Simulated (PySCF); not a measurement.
C3H7FOSi, SMILES F[C@H](C)[SiH2]C=O.

The structure is a stationary point at r2SCAN-D4/def2-SVP. The structure was generated by enumeration; whether it is a known compound was not checked. The values are those of a single conformer.

Calculation: TDDFT-PBE/def2-SVPD (PySCF).

Vertical excitations. The molecule is in vacuum.

Computed excitation energies, oscillator strengths and character:
```
state  energy (eV)  λ (nm)      f                                           main pairs
-----  -----------  ------  -----  ---------------------------------------------------
S1            3.02     410  0.001                                      HOMO→LUMO 100 %
S2            4.54     273  0.014                                     HOMO−1→LUMO 99 %
S3            5.24     237  0.029                                     HOMO→LUMO+1 90 %
S4            5.39     230  0.022                                     HOMO→LUMO+2 91 %
S5            5.49     226  0.002                                     HOMO−2→LUMO 97 %
S6            5.74     216  0.002                                    HOMO→LUMO+3 100 %
S7            6.05     205  0.002                   HOMO→LUMO+4 61 %, HOMO−3→LUMO 37 %
S8            6.17     201  0.067  HOMO−3→LUMO 48 %, HOMO→LUMO+4 36 %, HOMO→LUMO+5 7 %
S9            6.28     198  0.054                                     HOMO→LUMO+5 90 %
S10           6.76     183  0.029                                     HOMO→LUMO+6 95 %
T1            2.34     531      0                                      HOMO→LUMO 100 %
T2            4.39     282      0                                     HOMO−1→LUMO 99 %
T3            4.99     249      0                                     HOMO→LUMO+1 98 %
T4            5.25     236      0                                     HOMO→LUMO+2 98 %
```
Triplets are in the Tamm–Dancoff approximation, which puts them higher than full response would, so one can lie above its singlet here.
